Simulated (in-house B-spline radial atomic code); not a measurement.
A radial electron density 4πr²n(r) was computed for an atom or ion in its tabulated ground configuration with a B-spline radial code for spherical atoms; method: Dirac-Kohn-Sham BLYP, spherical fractional occupations. Columns: r (bohr), 4πr²n(r) (electrons per bohr), bar.

```
 0.00123    1.431 #
 0.00149    2.011 #
 0.00182    2.853 ##
 0.00222    4.012 ###
 0.00271    5.607 ####
  0.0033     7.73 #####
 0.00403    10.58 #######
 0.00491    14.24 #########
 0.00599    18.87 ############
  0.0073    24.46 ################
  0.0089    30.95 ####################
  0.0109    38.16 ########################
  0.0132    44.93 #############################
  0.0161    51.02 ################################
  0.0197    55.18 ###################################
   0.024    56.42 ####################################
  0.0293    54.72 ###################################
  0.0357    51.23 #################################
  0.0435    48.32 ###############################
   0.053    48.84 ###############################
  0.0647    54.29 ###################################
  0.0789    62.78 ########################################
  0.0962    69.11 ############################################
   0.117       68 ###########################################
   0.143    58.78 #####################################
   0.174    48.32 ###############################
   0.213    44.87 #############################
   0.259    49.85 ################################
   0.316     54.4 ###################################
   0.385     48.8 ###############################
    0.47     33.8 ######################
   0.573    19.69 #############
   0.699     13.7 #########
   0.852    13.77 #########
    1.04    13.56 #########
    1.27    10.44 #######
    1.54    6.326 ####
    1.88    3.015 ##
     2.3    1.162 #
     2.8   0.3709 
    3.41  0.08917 
    4.16  0.01408 
    5.08  0.00128
```

(1) Which atom or ion is it?
A. Rh3+
B. Mo3+
C. Ru3+
D. Tc3+

## Answers

(1) C. The area under the curve, ∫4πr²n dr = ∫r·4πr²n d(ln r) on this logarithmic grid, is 41 electrons, which only this option has. The configuration is [Kr] 4d5.
